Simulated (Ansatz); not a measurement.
Species: C3H2F3, charge 0, multiplicity 2. SMILES: [H]/[C]=C\C(F)(F)F
Coordinates optimised at B3LYP-D3(BJ)/def2-TZVP (Ansatz, a program for electronic structure):
```
C
C 1 1.3007
H 2 1.0768 1 138.84
H 1 1.0907 2 122.40 3 0.00
C 1 1.5021 4 113.72 2 180.00
F 5 1.3391 1 113.16 4 -180.00
F 5 1.3508 6 107.65 1 -122.66
F 5 1.3508 6 107.65 7 -114.68
```
Charge 0, spin multiplicity 2.

Wanted: atomisation energy, in kcal/mol. Set-up: non-relativistic; dispersion terms only where a functional's name holds one; six Cartesian d functions in 6-31G* and its kin unless marked 5d; no spin-orbit coupling; open shells spin-unrestricted; frozen cores in correlated levels; atomisation electronic, to ground-state atoms. Ab initio and DFT rows: single points at B3LYP-D3(BJ) geometries (Ansatz). A UHF reference is markedly spin-contaminated in at least one set, which strains HF and MP2.

```csv
species,coefficient,"E at MP2/6-31G* (Ansatz), Eh","E at PBE0/def2-TZVPD (Ansatz), Eh"
[H]/[C]=C\C(F)(F)F,-1,-413.85649,-414.71000
C atom,+3,-37.73297,-37.80543
F atom,+3,-99.48727,-99.67703
H atom,+2,-0.49823,-0.50104
```

 1 Eh = 627.5095 kcal/mol.

Task: Compute it at each level from the table.

Result: 
- MP2/6-31G*: the sum of coefficient times E is 1.19931 Eh, or 752.58 kcal/mol. Result: 752.6 kcal/mol.
- PBE0/def2-TZVPD: the sum of coefficient times E is 1.26054 Eh, or 791.00 kcal/mol. Result: 791.0 kcal/mol.
